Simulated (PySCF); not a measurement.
First SCF of a structure search on quintet Hf3, at a hand-made obtuse triangle geometry. PySCF input:

```python
from pyscf import gto, scf, dft
mol = gto.M(atom='''
Hf     0.000000     0.000000     0.000000
Hf     2.371200     1.824000     0.000000
Hf    -2.371200     1.824000     0.000000''',
    basis={'Hf': 'def2-TZVP'},
    ecp={'Hf': 'def2-TZVP'},
    charge=0, spin=4)
mf = dft.UKS(mol, xc='PBE0')
mf.grids.atom_grid = (50, 194)
aux = {'Hf': 'def2-universal-JKFIT'}
mf = mf.density_fit(auxbasis=aux)
mf.conv_tol = 1e-08
mf.diis_space = 10
mf.max_cycle = 60
mf.init_guess = 'minao'
mf.verbose = 4
mf.kernel()
```

Excerpt of the output (cycles alone):

```
init E= -90.4508500254238
cycle= 1 E= -142.250950095873  delta_E= -51.8  |g|= 1.44  |ddm|= 5.89
cycle= 2 E= -138.836174259654  delta_E= 3.41  |g|= 2.05  |ddm|=  3.9
cycle= 3 E= -143.31838908628  delta_E= -4.48  |g|= 0.608  |ddm|=  3.4
cycle= 4 E= -143.52269382666  delta_E= -0.204  |g|= 0.347  |ddm|= 1.11
cycle= 5 E= -143.503844360261  delta_E= 0.0188  |g|= 0.39  |ddm|= 0.929
cycle= 6 E= -143.610894811537  delta_E= -0.107  |g|= 0.0643  |ddm|= 0.429
cycle= 7 E= -143.615654032063  delta_E= -0.00476  |g|= 0.0301  |ddm|= 0.151
cycle= 8 E= -143.617439983775  delta_E= -0.00179  |g|= 0.0295  |ddm|= 0.124
cycle= 9 E= -143.619832734408  delta_E= -0.00239  |g|= 0.0163  |ddm|= 0.176
cycle= 10 E= -143.621077493996  delta_E= -0.00124  |g|= 0.00594  |ddm|= 0.153
cycle= 11 E= -143.621471705908  delta_E= -0.000394  |g|= 0.00311  |ddm|= 0.0934
cycle= 12 E= -143.621576128277  delta_E= -0.000104  |g|= 0.00337  |ddm|= 0.0378
cycle= 13 E= -143.621645843367  delta_E= -6.97e-05  |g|= 0.00125  |ddm|= 0.0439
... 38 lines left out ...
cycle= 52 E= -143.621662063902  delta_E= -1.31e-07  |g|= 0.000428  |ddm|= 0.00114
cycle= 53 E= -143.621662607381  delta_E= -5.43e-07  |g|= 0.000457  |ddm|= 0.0039
cycle= 54 E= -143.621662019585  delta_E= 5.88e-07  |g|= 0.000434  |ddm|= 0.0042
cycle= 55 E= -143.621658969923  delta_E= 3.05e-06  |g|= 0.000538  |ddm|= 0.0218
cycle= 56 E= -143.621658490753  delta_E= 4.79e-07  |g|= 0.000571  |ddm|= 0.00335
cycle= 57 E= -143.621654055407  delta_E= 4.44e-06  |g|= 0.000748  |ddm|= 0.028
cycle= 58 E= -143.621659386169  delta_E= -5.33e-06  |g|= 0.000587  |ddm|= 0.0347
cycle= 59 E= -143.621660857467  delta_E= -1.47e-06  |g|= 0.000583  |ddm|= 0.011
cycle= 60 E= -143.621668134614  delta_E= -7.28e-06  |g|= 0.000847  |ddm|= 0.0446
SCF not converged.
init E= -90.4508500254238
cycle= 1 E= -143.080657712419  delta_E= -52.6  |g|= 1.01  |ddm|=  5.7
cycle= 2 E= -142.969605116081  delta_E= 0.111  |g|= 0.995  |ddm|= 2.55
cycle= 3 E= -143.505967012211  delta_E= -0.536  |g|= 0.376  |ddm|= 0.997
cycle= 4 E= -143.618582832797  delta_E= -0.113  |g|= 0.112  |ddm|= 0.523
cycle= 5 E= -143.630561895946  delta_E= -0.012  |g|= 0.05  |ddm|= 0.16
cycle= 6 E= -143.634308575452  delta_E= -0.00375  |g|= 0.0275  |ddm|= 0.0819
cycle= 7 E= -143.636125327408  delta_E= -0.00182  |g|= 0.0221  |ddm|= 0.0607
cycle= 8 E= -143.637585030798  delta_E= -0.00146  |g|= 0.018  |ddm|= 0.0552
cycle= 9 E= -143.638663479226  delta_E= -0.00108  |g|= 0.0144  |ddm|= 0.0478
cycle= 10 E= -143.639576493622  delta_E= -0.000913  |g|= 0.0115  |ddm|= 0.0502
cycle= 11 E= -143.64016413467  delta_E= -0.000588  |g|= 0.00908  |ddm|= 0.0382
cycle= 12 E= -143.640696842574  delta_E= -0.000533  |g|= 0.00843  |ddm|= 0.0442
cycle= 13 E= -143.641053303609  delta_E= -0.000356  |g|= 0.00724  |ddm|= 0.0345
... 31 lines left out ...
cycle= 45 E= -143.643016311339  delta_E= -9.39e-08  |g|= 0.000123  |ddm|= 0.000465
cycle= 46 E= -143.643016360671  delta_E= -4.93e-08  |g|= 0.000104  |ddm|= 0.000337
cycle= 47 E= -143.643016395551  delta_E= -3.49e-08  |g|= 8.14e-05  |ddm|= 0.000273
cycle= 48 E= -143.643016418406  delta_E= -2.29e-08  |g|= 7.35e-05  |ddm|= 0.000238
cycle= 49 E= -143.643016438733  delta_E= -2.03e-08  |g|= 5.46e-05  |ddm|= 0.000213
cycle= 50 E= -143.643016452349  delta_E= -1.36e-08  |g|= 4.29e-05  |ddm|= 0.000171
cycle= 51 E= -143.643016462855  delta_E= -1.05e-08  |g|= 3.34e-05  |ddm|= 0.000171
cycle= 52 E= -143.643016469955  delta_E= -7.1e-09  |g|= 2.87e-05  |ddm|= 0.000133
Extra cycle  E= -143.643016477115  delta_E= -7.16e-09  |g|= 4.95e-05  |ddm|= 0.000216
converged SCF energy = -143.643016477115  <S^2> = 6.4910635  2S+1 = 5.1927116
```

This is not the lowest solution: all starts ended here, but a stability analysis within the same unrestricted form found one 3.6 kJ/mol lower, at -143.64441 Eh.

Open d and f shells are described by one determinant, and the ground state may have another occupation or spin. With an element this heavy the missing spin–orbit coupling can shift these numbers.

The search for the lowest solution, 3 starts and the stability check together, took 38 s on 4 threads of a shared Arm Neoverse V1 host, with 120 basis functions. Launch command: `OMP_NUM_THREADS=4 python axn.py task.json out`.
